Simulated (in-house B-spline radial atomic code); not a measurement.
Radial electron density of neutral sulfur, [Ne] 3s2 3p4. Computed with a B-spline radial code for spherical atoms: non-relativistic OLYP, spin-polarised, spherical fractional occupations, point nucleus.

Columns: r (bohr), 4πr²n(r) (electrons per bohr), bar.

```
  0.0038   0.4291 #
 0.00457   0.6055 #
  0.0055   0.8513 ##
 0.00662     1.19 ###
 0.00796    1.648 ####
 0.00958    2.267 #####
  0.0115    3.072 #######
  0.0139    4.157 ##########
  0.0167    5.488 #############
  0.0201    7.135 #################
  0.0242    9.078 ######################
  0.0291    11.24 ###########################
   0.035    13.49 #################################
  0.0421    15.61 ######################################
  0.0507    17.31 ##########################################
   0.061    18.24 ############################################
  0.0734    18.16 ############################################
  0.0884    17.04 #########################################
   0.106    15.23 #####################################
   0.128    13.29 ################################
   0.154    12.14 #############################
   0.185    12.38 ##############################
   0.223    14.01 ##################################
   0.268    16.18 #######################################
   0.323    17.62 ###########################################
   0.389    17.12 #########################################
   0.468     14.4 ###################################
   0.563     10.3 #########################
   0.677    6.339 ###############
   0.815    3.766 #########
   0.981    2.938 #######
    1.18    3.202 ########
    1.42    3.573 #########
    1.71     3.41 ########
    2.06    2.665 ######
    2.48    1.698 ####
    2.98   0.8929 ##
    3.59     0.39 #
    4.32   0.1466 
    5.19  0.04667 
    6.25  0.01136 
    7.52 0.002006
```

On this grid the curve has 3 maxima, near 0.061, 0.323, 1.42 bohr.

The 3p up radial function P(r) = rR(r), positive near the nucleus:

| r (bohr) | P |
| --- | --- |
| 0.0055 | 0.001014 |
| 0.00796 | 0.002082 |
| 0.0115 | 0.004225 |
| 0.0167 | 0.008551 |
| 0.0242 | 0.01692 |
| 0.035 | 0.03253 |
| 0.0507 | 0.06044 |
| 0.0734 | 0.1065 |
| 0.106 | 0.1736 |
| 0.154 | 0.2565 |
| 0.223 | 0.323 |
| 0.323 | 0.3135 |
| 0.468 | 0.1614 |
| 0.677 | -0.1417 |
| 0.981 | -0.5001 |
| 1.42 | -0.7279 |
| 2.06 | -0.6768 |
| 2.98 | -0.4171 |
| 4.32 | -0.1729 |
| 6.25 | -0.04647 |
